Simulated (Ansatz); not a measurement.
Basis sets compared for B(phosphinine)H3 (C₅H₈BP). The state is a singlet with charge 0. Geometry PBE0-D4/def2-SVP. Ansatz on 4 threads of Intel Xeon on a shared host; times are rough, and most runs start from earlier orbitals.

```tsv
atom	x (Å)	y (Å)	z (Å)
B1	-0.702	2.660	0.364
P2	-0.211	0.833	0.085
C3	1.320	0.111	0.348
C4	1.544	-1.249	0.148
C5	0.561	-2.145	-0.277
C6	-0.753	-1.760	-0.549
C7	-1.221	-0.455	-0.424
H8	2.138	0.757	0.677
H9	2.550	-1.636	0.334
H10	0.833	-3.195	-0.404
H11	-1.457	-2.528	-0.883
H12	-2.263	-0.223	-0.659
H13	-1.578	2.860	-0.461
H14	0.337	3.273	0.180
H15	-1.097	2.696	1.520
```

Binding counts from free atoms (B doublet, P quartet, C triplet, H doublet) in the same basis, without a counterpoise term.

```
                         level  functions  energy (Eh)  HOMO (eV)  LUMO (eV)  binding per atom (eV)  wall time
               PBE-D4/def2-SVP        142    -560.8071      -6.33      -2.57                   4.52      3.2 s
PBE-D4/def2-TZVP (with forces)        271    -561.1633      -6.39      -2.63                   4.49      9.5 s
           revPBE-D4/def2-TZVP        271    -561.5328      -6.33      -2.56                   4.39        7 s
              PBE0-D4/def2-SVP        142    -560.8655      -7.36      -1.84                   4.44      4.2 s
             PBE0-D4/def2-TZVP        271    -561.2165      -7.36      -1.86                   4.40       11 s
```

Problem. Estimate the rows for PBE-D4/def2-TZVPD, revPBE-D4/def2-TZVPD, PBE0-D4/def2-TZVPD.

Solution. 
```csv
level,functions,energy (Eh),HOMO (eV),LUMO (eV),binding per atom (eV),wall time
PBE-D4/def2-TZVPD,337,-561.1643,-6.40,-2.65,4.49,10 s
revPBE-D4/def2-TZVPD,337,-561.5339,-6.35,-2.59,4.39,9 s
PBE0-D4/def2-TZVPD,337,-561.2173,-7.37,-1.88,4.41,15 s
```
